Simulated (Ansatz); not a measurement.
SiH2Me(vinyl) (C₃H₈Si). Total charge 0; singlet. Geometry relaxed at r2SCAN-D4/def2-SVP.

```xyz
12

Si   -0.5175    0.4242    0.5548
H    -0.9508   -0.5904    1.5663
H    -0.5775    1.7802    1.1901
C    -1.6666    0.4012   -0.9350
H    -2.6983    0.6549   -0.6436
H    -1.6785   -0.5949   -1.4048
H    -1.3421    1.1311   -1.6939
C     1.2479    0.0393    0.0632
C     1.9443   -1.0146    0.5175
H     1.7500    0.7113   -0.6495
H     1.5128   -1.7263    1.2331
H     2.9763   -1.2161    0.2020
```

Q: Estimate the harmonic wavenumbers at RKS r2SCAN-D4/def2-SVP (Ansatz, unscaled). Is this a minimum?

A: 80, 164, 188, 283, 474, 503, 623, 699, 732, 757, 882, 901, 941, 972, 1011, 1044, 1253, 1274, 1415, 1431, 1432, 1658, 2195, 2206, 3037, 3103, 3118, 3142, 3146, 3201 cm⁻¹. Yes, no mode is imaginary beyond noise. Zero-point energy 250.4 kJ/mol. It took 3.3 min on 4 threads of Intel Xeon on a shared host.
